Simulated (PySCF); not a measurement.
PySCF job for I2Mg, SMILES [Mg-]([I])[I], charge -1, multiplicity 2, B3LYP-D3(BJ)/def2-SVPD. Coordinates come from a B3LYP-D3(BJ)/def2-SVPD optimisation. The def2 effective core potentials stand for the cores of I; spin–orbit coupling is left out.

```python
import numpy as np
from pyscf import gto, scf, dft, df
from pyscf.hessian import thermo

mol = gto.M(
    atom='''
    Mg    0.00000000    0.00000000    1.28203491
    I     0.00000000    2.38411984   -0.14513603
    I     0.00000000   -2.38411984   -0.14513603
    ''',
    basis='def2-SVPD',
    ecp={'I': 'def2-svp'},
    charge=-1,
    spin=1,
    max_memory=1600,
    verbose=3,
)
mf = dft.UKS(mol, xc='b3lyp').density_fit(auxbasis='def2-universal-jkfit')
mf.disp = 'd3bj'
mf.grids.level = 3
mf.conv_tol = 1e-11
mf.max_cycle = 100
mf.kernel()
fine, coarse = mf.grids, dft.Grids(mol).set(level=1).build(with_non0tab=True)
for _ in range(3):  # follow internal instabilities
    mf.grids = coarse
    mo, _, stable, _ = mf.stability(return_status=True, nroots=4)
    mf.grids = fine
    if stable:
        break
    mf.kernel(mf.make_rdm1(mo, mf.mo_occ))

# [left out here: the lines that compute and print the analytic Hessian (its translational invariance restored by hand, since the grid's response is missing), thermochemistry and intensities]
```

Log of the run:

```

WARN: HOMO -0.839742925740794 >= LUMO -0.839742925740801

converged SCF energy = -795.823397595935  <S^2> = 0.75114022  2S+1 = 2.0011399
<class 'pyscf.df.df_jk.DFUKS'> wavefunction is stable in the internal stability analysis

WARN: DFTD3 does not support analytical Hessian, using finite difference


WARN: Mole.unit (angstrom) is changed to Bohr

Mode                                 0                   1                   2
Irrep
Freq [cm^-1]                       43.6718            190.2445            253.5042
Reduced mass [au]                  85.6467             29.0353             26.7989
Force const [Dyne/A]                0.0962              0.6192              1.0147
Char temp [K]                      62.8339            273.7195            364.7361
Normal mode                   x     y     z       x     y     z       x     y     z
       0  Mg                -0.00  0.00  0.07   -0.00  0.00 -0.18    0.00 -0.19 -0.00
       1   I                 0.00 -0.06 -0.01    0.00 -0.02  0.02   -0.00  0.02 -0.01
       2   I                 0.00  0.06 -0.01    0.00  0.02  0.02   -0.00  0.02  0.01
temperature 298.1500 [K]
pressure 101325.00 [Pa]
Rotational constants [GHz] 11.18627 0.35031 0.33967
Symmetry number 2
Zero-point energy (ZPE) 0.00111 [Eh]   2915.422 [J/mol]
                           tot       elec      trans        rot        vib
Entropy [J/mol/K]       341.636      5.763    178.937    119.210     37.726
Cv [J/mol/K]             48.332      0.000     12.472     12.472     23.389
Cp [J/mol/K]             56.647      0.000     20.786     12.472     23.389
Internal energy [J/mol]                      3718.434   3718.434   7919.460
Internal energy [Eh]   -795.81755  -795.82340
Enthalpy [J/mol]                             6197.391   3718.434   7919.460
Enthalpy [Eh]          -795.81660
Gibbs free energy [J/mol]                  -47152.639 -31824.065  -3328.486
Gibbs free energy [Eh] -795.85540
mode   freq/cm-1   IR/(km/mol)
   1       43.67         0.013
   2      190.24        17.105
   3      253.50        89.232
max |gradient| / (hartree/bohr): 0.00017364977877507392
APT charges: [ 0.5321 -0.7661 -0.7661]
```

The run converged.

Cost: roughly 60 core-seconds.
